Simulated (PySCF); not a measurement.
Si(NH2)(SiH3) (H5NSi2), SMILES N[Si][SiH3] (connectivity only; charge and spin as stated), neutral, multiplicity 1.

Geometry optimised at r2SCAN-D4/def2-TZVP. Other conformers were not sampled.

All values below come from TDA-ωB97X/def2-SVPD (PySCF).

Vertical excitations.  State labels are in the subgroup Cs.

```
state  symmetry  energy (eV)  λ (nm)      f                                            main pairs
-----  --------  -----------  ------  -----  ----------------------------------------------------
S1           A"         2.92     425  0.012                                        HOMO→LUMO 98 %
S2           A'         5.22     238  0.127                                      HOMO→LUMO+1 88 %
S3           A'         6.24     199  0.196                                      HOMO→LUMO+3 82 %
S4           A"         6.42     193  0.006                    HOMO−2→LUMO 53 %, HOMO→LUMO+4 36 %
S5           A'         6.61     188  0.242                                      HOMO→LUMO+2 72 %
S6           A'         6.70     185  0.260                                      HOMO−1→LUMO 78 %
S7           A"         6.83     181  0.100                    HOMO→LUMO+4 59 %, HOMO−2→LUMO 29 %
S8           A'         7.19     172  0.214                                      HOMO→LUMO+5 84 %
S9           A'         7.62     163  0.019                    HOMO−3→LUMO 46 %, HOMO→LUMO+6 44 %
S10          A"         7.63     163  0.023                  HOMO−1→LUMO+1 55 %, HOMO−4→LUMO 32 %
T1           A"         1.89     655      0                                        HOMO→LUMO 96 %
T2           A'         4.24     292      0                                      HOMO→LUMO+1 83 %
T3           A'         4.92     252      0                                      HOMO−1→LUMO 91 %
T4           A"         5.10     243      0  HOMO−2→LUMO 66 %, HOMO−4→LUMO 16 %, HOMO→LUMO+4 10 %
```
Triplets are in the Tamm–Dancoff approximation.
